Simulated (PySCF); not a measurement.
C4H12OSi, SMILES CC[Si@H](C)OC. Atoms are numbered in the order given.

```xyz
18

C     -2.2174    -1.1042    -0.0204
C     -1.4244     0.0264    -0.6879
Si    -0.0033     0.6553     0.3718
C      0.9872     1.9548    -0.5514
O      0.9746    -0.6282     0.8269
C      1.6555    -1.4413    -0.0928
H     -2.6688    -0.7674     0.9273
H     -1.5642    -1.9580     0.2218
H     -3.0322    -1.4747    -0.6634
H     -2.0850     0.8810    -0.9216
H     -1.0181    -0.3074    -1.6601
H     -0.5224     1.2061     1.6555
H      1.3662     1.5674    -1.5113
H      0.3604     2.8349    -0.7710
H      1.8491     2.2919     0.0462
H      2.2197    -2.2102     0.4587
H      2.3763    -0.8655    -0.7042
H      0.9625    -1.9598    -0.7831
```

Coordinates come from a ωB97X-D3(BJ)/def2-SVP optimisation. The structure was generated by enumeration; whether it is a known compound was not checked. Other conformers were not sampled.

Level of theory: PBE0/def2-TZVP run with PySCF.

```json
{
  "total_energy": "-524.11187 hartree",
  "highest_occupied_level": "-7.58 eV",
  "lowest_empty_level": "0.98 eV",
  "orbital_gap": "8.56 eV",
  "dipole_moment": "1.60 D",
  "quadrupole, principal values (traceless, Buckingham form, about the centre of nuclear charge)": "-3.93, -0.06, 3.99 D·Å"
}
```
